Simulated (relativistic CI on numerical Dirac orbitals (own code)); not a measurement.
## One change at a time: Sr23+

Base calculation: Dirac-Coulomb-Breit CI, KLI orbitals optimised for each configuration, QED by a radiative potential, unscaled Slater integrals.

CI space (outside the closed core [Ne]): 3s²3p³, 3s3p⁴, 3s²3p²3d, 3p⁵, 3s3p³3d, 3p⁴3d, 3s3p²3d², 3s²3p3d4p, 3p⁴4s, 3s²3p²4s, 3s3p²3d4s, 3p⁴4p, 3s²3p²4p, 3s²3p²4d, 3s3p³4s, 3p³3d4p, 3s²3p²4f, 3s3p³4p, 3s3p³4d, 3s3p³4f, 3s²3p²5s, 3s²3p²5p, 3s²3p4s4p, 3s²3p²5d, 3s²3p²5f, 3s²3p²5g, 3s3p²4s², 3s3p³5s, 3s²3p3d², 3s²3d³, 3s3p3d³, 3s²3d²4s, 3s²3d²4p, 3s²3d²4d, 3p³3d², 3p²3d³, 3p²3d²4s, 3p²3d²4p, 3p²3d²4d, 3s²3p3d4s, 3s3p3d²4s, 3s²3d4s², 3s²3d4s4p, 3s²3d4s4d, 3s3p²3d4p, 3s3p3d²4p, 3s3p3d4s4p, 3s3p3d4p², 3s3p3d4p4d, 3p³3d4s, 3p²3d4s², 3p²3d4s4p, 3p²3d4s4d, 3s²3p4s², 3s3p3d4s², 3s²4s²4p, 3s²4s²4d, 3s²3p4p², 3s²3d4p², 3s²4s4p², 3s²4p³, 3s²4p²4d, 3s3p²4s4p, 3s3p4s²4p, 3s3p4s4p², 3s3p4s4p4d. Double excitations out of closed p, d and f shells are left out; levels of such configurations are missing from the list, as are those of other unlisted configurations, and high levels can miss mixing partners. These lack a partner that the ground configuration has and come out too high: 3s²3p²4f, 3s3p³4d, 3s3p³4f, 3s²3p²5s, 3s²3p²5p.

Variants: (1) Breit term removed; (2) only the first 3 configurations. Shifts of the energy above 3s²3p³ ⁴S°3/2, in cm⁻¹, for the lowest level and the first level of each name with at least 55 % of one term (blank where a level changes its place among those of its configuration and J or its character, or is not in the variant):

```
         Level     Base   Δ(1)    Δ(2)
 3s²3p³ ⁴S°3/2        0      0       0
 3s²3p³ ²D°3/2    97646  +1365   +1741
 3s²3p³ ²D°5/2   132529  +2177   +2707
 3s²3p³ ²P°1/2   183793  +1632   +8928
 3s²3p³ ²P°3/2   270676  +3811   +8512
   3s3p⁴ ⁴P5/2   574926   +194  -16699
   3s3p⁴ ⁴P3/2   639165   +868  -15426
   3s3p⁴ ⁴P1/2   653664   +744  -15327
   3s3p⁴ ²D5/2   754319  +2615  -10236
3s²3p²3d ²F5/2   855212  +3765   -8963
3s²3p²3d ⁴F7/2   869705  +4747  -11552
3s²3p²3d ⁴D1/2   876676  +3019   -8154
3s²3p²3d ⁴D3/2   893600  +3886   -6782
3s²3p²3d ⁴F9/2   906963  +6005  -11375
3s²3p²3d ⁴P5/2   994891  +4164   +3973
3s²3p²3d ²G9/2  1038317  +7099   -9338
3s²3p²3d ²D3/2  1040195  +4299        
3s²3p²3d ²D5/2  1073690  +4122   +1234
3s3p³3d ⁶D°1/2  1273731  +1855        
3s3p³3d ⁶D°3/2  1275473  +2142        
3s3p³3d ⁶D°5/2  1277170  +2506        
3s3p³3d ⁶D°7/2  1281079  +3157
```

At this charge energies of transitions that change n are usually good to better than 1 %, and those within a shell (Δn = 0) to a few per cent.

Ionisation energy from the two ground configurations alone: base 1094.11 eV; Breit term removed 1094.55 eV. The NIST ASD value (semi-empirical) is 1105 eV.

LS names give the leading component of a level, which can be under half, so a name can repeat, a term be missing and a line seem to break the LS rules.
